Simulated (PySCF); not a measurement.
**Correlation energy of Ar²⁺ (argon, charge +2)**

[Ne] 3s2 3p4, high-spin 3P determinant. Computed with PySCF 2.14 in 6-31G*, with no relativity, point nucleus. Frozen: [Ne]; 6 electrons correlated.

MP2 pair energies summed by pair of shells (mhartree):

```
 pair  energy  share (%)
3p-3p  -44.21       49.6
3s-3p  -38.12       42.7
3s-3s   -6.87        7.7
```

Total MP2 correlation energy: -89.19 mhartree.

Same-spin part -21.49 and opposite-spin part -67.70 mhartree; SCS-MP2 scales them by 1/3 and 6/5 to -88.40 mhartree.

| level | correlation energy (mhartree) |
| --- | --- |
| CCSD | -108.45 |
| (T) | -1.01 |
| CCSD(T) | -109.46 |

Diagnostics: T1 = 0.0055, D1 = 0.0187, largest double amplitude 0.050.

Cost of the coupled-cluster step: 0.07 s of wall time on 1 thread of Intel(R) Xeon(R) Platinum 8375C CPU @ 2.90GHz (shared host), for 6 correlated electrons.
